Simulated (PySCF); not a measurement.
Shapes and spin states of CoF₂

Level of theory: BP86 in PySCF with Co def2-TZVP, F def2-TZVP; no relativity; density-fitted integrals.

Relaxations began from a few typed shapes and spin states; open shells are unrestricted. The search is not exhaustive: other isomers or separated fragments can lie lower, and high-lying points may rest on an excited occupation.

| spin | group | bonds | angles | imaginary modes (cm⁻¹) | ΔE (kJ/mol) | ΔE with ZPE (kJ/mol) |
| --- | --- | --- | --- | --- | --- | --- |
| quartet | D∞h | Co–F 1.724 Å (×2) | F–Co–F 180.0° | none | 0.0 | 0.0 |
| broken-symmetry Ms = 1/2 (⟨S²⟩ 1.75) | D∞h | Co–F 1.718 Å (×2) | F–Co–F 180.0° | none | 59.3 | 59.6 |

The lowest minimum found is the quartet D∞h: Co–F 1.724 Å (×2); F–Co–F 180.0°.

For the lowest minimum: the spin densities have lower symmetry than the nuclear frame. With open d or f shells other occupations or spin states may lie lower.

The electron or spin density has lower symmetry than the nuclear frame for the broken-symmetry Ms = 1/2 (⟨S²⟩ 1.75) D∞h at 59.3 kJ/mol.
